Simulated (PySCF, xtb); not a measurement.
C2H7BFNO, SMILES CNB(F)OC.

GFN2-xTB (xtb 6.7.1) at its own geometry gives an orbital gap of 6.97 eV and a dipole moment of 4.05 D.

Coordinates come from a r2SCAN-D4/def2-SVP optimisation. The structure was generated by enumeration, and PubChem lists no compound with its InChIKey, so it may never have been made. The values are those of a single conformer.

Task: What does M06-2X/def2-TZVP (PySCF) give? (The exact figures need the calculation; the answer reports its results.)

Result: gap 10.03 eV (levels -8.78 and 1.26 eV), dipole 3.37 D.
